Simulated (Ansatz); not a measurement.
One geometry of `C=C[Te][SiH3]`, several functionals.

```yaml
crystal:
  periodic: [false, false, false]
  atoms:
    - {symbol: C, position_ang: [-0.768044, 1.664061, -1.454084]}
    - {symbol: C, position_ang: [0.107187, 0.939399, -0.774478]}
    - {symbol: Te, position_ang: [0.166776, 0.875550, 1.328073]}
    - {symbol: Si, position_ang: [0.438177, -1.598569, 1.401008]}
    - {symbol: H, position_ang: [-0.715039, 1.720452, -2.537538]}
    - {symbol: H, position_ang: [-1.560586, 2.224546, -0.970587]}
    - {symbol: H, position_ang: [0.892025, 0.383187, -1.276925]}
    - {symbol: H, position_ang: [-0.807291, -2.310725, 1.017400]}
    - {symbol: H, position_ang: [1.527011, -2.001416, 0.472925]}
    - {symbol: H, position_ang: [0.802884, -1.947786, 2.797108]}
basis:
  gaussian: {orbitals: def2-TZVPP}
hamiltonian: {xc: pbe0, dispersion: d4}
output: {orbitals: {seedname: orbitals}}
```

```sh
$ ansatz run in.yaml --threads 4 --pin off --events-out ev --progress --plain
```

It prints (some lines left out):

```
Functional definition: PBE0
1443 factors; their error is unknown
mean field evaluation 1: about -17328.5730 eV, gradient 5.9e1 eV
mean field evaluation 2: about -17309.9992 eV, gradient 9.7e1 eV
mean field evaluation 4: about -17337.2083 eV, gradient 9.7e0 eV
mean field evaluation 8: about -17337.3821 eV, gradient 1.9e-1 eV
mean field evaluation 16: about -17337.5374 eV, gradient 7.7e-4 eV
mean field -17337.53735056 eV, -637.1427458283 hartree, gradient 4.8e-5 eV, S^2 0.000000; 0 other end points of the search recorded, 0 dependent functions left out
reference -17337.53738486 eV, -637.1427470886 hartree; 28, 28 occupied and 210, 210 virtual orbitals, 1443 factors
Total energy: -17337.75083060 eV, -637.1505910751 hartree
```

Hardware: 4 threads of a server CPU on a shared host. Wall time 1.6 s, peak host memory 0.61 GiB.

Changing it to `hamiltonian: {xc: {name: CAM-B3LYP}, dispersion: d4}` (abridged; 1.9 s):

```
Functional definition: CAM-B3LYP
mean field evaluation 16: about -17341.9975 eV, gradient 1.9e-4 eV
mean field -17341.99749002 eV, -637.3066529303 hartree, gradient 5.0e-5 eV, S^2 0.000000
Total energy: -17342.21878091 eV, -637.3147852205 hartree
```

Changing it to `hamiltonian: {xc: {name: r2SCAN0}, dispersion: d4}` (abridged; 2.2 s):

```
Functional definition: r2SCAN0
mean field evaluation 16: about -17342.9702 eV, gradient 6.8e-4 eV
mean field -17342.97021509 eV, -637.3423999172 hartree, gradient 4.9e-5 eV, S^2 0.000000
Total energy: -17343.04149053 eV, -637.3450192411 hartree
```

The same input with `hamiltonian: {xc: {name: BHLYP}, dispersion: d4}` (abridged; 2.1 s):

```
Functional definition: BHLYP
mean field evaluation 16: about -17340.3311 eV, gradient 1.2e-3 eV
mean field -17340.33109043 eV, -637.2454138747 hartree, gradient 2.2e-5 eV, S^2 0.000000
Total energy: -17340.68315806 eV, -637.2583521214 hartree
```

Changing it to `hamiltonian: {xc: {name: BLYP}, dispersion: d4}` (abridged; 1.1 s):

```
Functional definition: BLYP
mean field evaluation 16: about -17340.6196 eV, gradient 3.4e-3 eV
mean field -17340.61959448 eV, -637.2560162032 hartree, gradient 6.7e-5 eV, S^2 0.000000
Total energy: -17341.15821076 eV, -637.2758099864 hartree
```

The same input with `hamiltonian: {xc: {name: LC-wPBE}, dispersion: d4}` (abridged; 1.4 s):

```
WARN the engine holds no damping parameters fitted to this dispersion correction and functional, so the run takes those fitted to pbe0 (hamiltonian.dispersion, under Limitations)
Functional definition: LC-wPBE
mean field evaluation 16: about -17340.1752 eV, gradient 2.6e-4 eV
mean field -17340.17517212 eV, -637.2396839824 hartree, gradient 3.7e-5 eV, S^2 0.000000
Total energy: -17340.38861787 eV, -637.2475279692 hartree
```

LC-ωPBE has ω = 0.4 bohr⁻¹; the program lends it PBE0's D4 damping.
